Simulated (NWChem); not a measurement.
System: C₂H₂BrF; SMILES C=C(Br)F

Program: NWChem. Pople sets run with spherical d functions. Structure relaxed at the PBE0/def2-SVP level.

Q: Taking PBE/6-311G** as the yardstick, which of these has the fewest basis functions while keeping “highest occupied level (eV)” within 0.1 eV of it: PBE/6-31G*; PBE/STO-3G; PBE/3-21G?

A: none of them.
```json
[
 {"level": "PBE/STO-3G", "basis functions": "35", "highest occupied level (eV)": "-3.37", "relative time (rough)": "1"},
 {"level": "PBE/3-21G", "basis functions": "53", "highest occupied level (eV)": "-5.91", "relative time (rough)": "1"},
 {"level": "PBE/6-31G*", "basis functions": "78", "highest occupied level (eV)": "-6.06", "relative time (rough)": "5"},
 {"level": "PBE/6-311G**", "basis functions": "110", "highest occupied level (eV)": "-6.27", "relative time (rough)": "7"}
]
```

The yardstick is one finite set, not the basis-set limit.
